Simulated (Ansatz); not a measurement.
Molecule: YF2, net charge 1, singlet state. The spin state was set by rule; other spins were not relaxed. 
Structure (B3LYP-D3(BJ)/def2-TZVP (Ansatz, a first-principles code) minimum search):
```
Y
F 1 1.9202
F 1 1.9202 2 111.88
```
Charge +1, spin multiplicity 1.

Total electronic energies in hartree. Cores are frozen in the correlated levels unless marked. No spin-orbit coupling. The frozen core is the preceding noble-gas configuration, with the filled d and f shells of earlier blocks. Past Kr the def2 sets carry scalar-relativistic core potentials. STO-3G rows are all-electron and non-relativistic. Basis-set limits of correlation are two-point, X^-3; Hartree-Fock from the larger set.

```json
[
 {"level": "BLYP-D3(BJ)/def2-TZVPD", "program": "Ansatz + dftd3", "energy (Eh)": "-237.97173"},
 {"level": "BLYP/def2-TZVPD", "program": "Ansatz", "energy (Eh)": "-237.96888"},
 {"level": "r2SCANh/def2-TZVPD", "program": "Ansatz", "energy (Eh)": "[?]"},
 {"level": "HSE06-D4/def2-TZVPD", "program": "Ansatz + dftd4", "energy (Eh)": "-237.79369"},
 {"level": "SCS-MP2/STO-3G", "program": "Ansatz", "energy (Eh)": "-3493.64549"},
 {"level": "SCS-MP2/def2-QZVPPD", "program": "Ansatz", "energy (Eh)": "-237.40465"},
 {"level": "CCSD/CBS(def2-TZVPP,def2-QZVPP)", "program": "Ansatz", "energy (Eh)": "-237.4396"},
 {"level": "CCSD(T)/STO-3G", "program": "Ansatz", "energy (Eh)": "-3493.66663"},
 {"level": "CCSD(T)/CBS(def2-TZVPPD,def2-QZVPPD)", "program": "Ansatz", "energy (Eh)": "-237.4621"}
]
```

Fill in the missing entries.


- r2SCANh/def2-TZVPD, energy (Eh): -237.91829
